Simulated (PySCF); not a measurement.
Correlation energy of Ne³⁺ (neon, charge +3)

[He] 2s2 2p3, high-spin 4S determinant. All numbers are calculated (PySCF 2.14, scalar relativity by spin-free X2C-1e, in x2c-QZVPPall (7s4p3d2f1g, 57 functions)). Frozen: 1s2; 5 electrons correlated.

```json
{"level": "CCSD", "correlation energy (mhartree)": "-121.11"}
{"level": "(T)", "correlation energy (mhartree)": "-1.08"}
{"level": "CCSD(T)", "correlation energy (mhartree)": "-122.19"}
```

Diagnostics: T1 = 0.0021, D1 = 0.0053, largest double amplitude 0.025.

Cost of the coupled-cluster step: roughly 2.8 core-seconds, for 5 correlated electrons.

Iterations:

```
CC2 = 0
CCSD nocc = (np.int64(4), np.int64(1)), nmo = (56, 56)
frozen orbitals [[0], [0]]
max_cycle = 100
direct = 0
conv_tol = 1e-08
conv_tol_normt = 1e-06
diis_space = 8
diis_start_cycle = 0
Init t2, MP2 energy = -0.10869937397489
Init E_corr(UCCSD) = -0.108699373974895
cycle = 1  E_corr(UCCSD) = -0.118840430561257  dE = -0.0101410566  norm(t1,t2) = 0.015843
cycle = 2  E_corr(UCCSD) = -0.120531958683307  dE = -0.00169152812  norm(t1,t2) = 0.00446571
cycle = 3  E_corr(UCCSD) = -0.121129454931504  dE = -0.000597496248  norm(t1,t2) = 0.00149101
cycle = 4  E_corr(UCCSD) = -0.121107261416489  dE = 2.2193515e-05  norm(t1,t2) = 0.000147245
cycle = 5  E_corr(UCCSD) = -0.121109550522654  dE = -2.28910617e-06  norm(t1,t2) = 2.27781e-05
cycle = 6  E_corr(UCCSD) = -0.121109587987282  dE = -3.74646274e-08  norm(t1,t2) = 1.17859e-06
cycle = 7  E_corr(UCCSD) = -0.121109592059253  dE = -4.07197109e-09  norm(t1,t2) = 1.0195e-07
UCCSD converged
E(UCCSD) = -124.3688290008233  E_corr = -0.1211095920592529
UCCSD(T) correction = -0.00107624826308317
```
